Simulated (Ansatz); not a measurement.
`CN(C)c1ccc(-c2ccc(-c3ccc(-c4ccc(-c5ccc(-c6ccc(C#N)s6)s5)s4)s3)s2)s1`, 53 atoms. Hardware: 2 threads of AMD EPYC 7R13 on a shared host and a share (18 GiB) of an NVIDIA H100 80GB HBM3.

Single mean-field runs in def2-SVP are fitted with def2-universal-jkfit.

Task: How many basis functions does each of these Ansatz runs have, and roughly what does it cost? PBE-D4/def2-SVP, charge 1 doublet at the geometry of the charge 0 singlet, energy, from earlier orbitals; PBE0-D4/def2-SVP, charge -1 doublet at the geometry of the charge 0 singlet, energy; PBE-D4/def2-SVP, charge 0 singlet, relaxation, 8 steps; PBE0-D4/def2-SVP, charge 0 singlet, energy, from earlier orbitals; PBE-D4/def2-SVP, charge 0 triplet at the geometry of the charge 0 singlet, energy, from earlier orbitals; PBE-D4/def2-SVP, charge 0 singlet, energy and forces, from earlier orbitals; PBE-D4/def2-SVP, charge -1 doublet at the geometry of the charge 0 singlet, energy, from earlier orbitals; PBE0-D4/def2-SVP, charge 0 triplet at the geometry of the charge 0 singlet, energy; r2SCAN-D4/def2-SVP, charge 0 singlet, energy and forces, from earlier orbitals; PBE0-D4/def2-SVP, charge 1 doublet at the geometry of the charge 0 singlet, energy.

Result: Other jobs shared the machine, so times can vary by a factor of up to 3.

```tsv
run	functions	fitting or Cholesky vectors	wall time	peak host memory (GiB)
PBE0-D4/def2-SVP, charge 0 singlet, energy, from earlier orbitals	604	3271	4.4 s	1
PBE-D4/def2-SVP, charge 0 singlet, energy and forces, from earlier orbitals	604	3271	5.5 s	1.1
PBE-D4/def2-SVP, charge -1 doublet at the geometry of the charge 0 singlet, energy, from earlier orbitals	604	3271	5.5 s	1.2
PBE-D4/def2-SVP, charge 0 triplet at the geometry of the charge 0 singlet, energy, from earlier orbitals	604	3271	6 s	1.2
r2SCAN-D4/def2-SVP, charge 0 singlet, energy and forces, from earlier orbitals	604	3271	7 s	1.2
PBE-D4/def2-SVP, charge 1 doublet at the geometry of the charge 0 singlet, energy, from earlier orbitals	604	3271	8 s	1.2
PBE0-D4/def2-SVP, charge -1 doublet at the geometry of the charge 0 singlet, energy	604	3271	9.6 s	1.3
PBE0-D4/def2-SVP, charge 0 triplet at the geometry of the charge 0 singlet, energy	604	3271	12 s	1.3
PBE0-D4/def2-SVP, charge 1 doublet at the geometry of the charge 0 singlet, energy	604	3271	15 s	1.3
PBE-D4/def2-SVP, charge 0 singlet, relaxation, 8 steps	604	3271	29 s	1.1
```
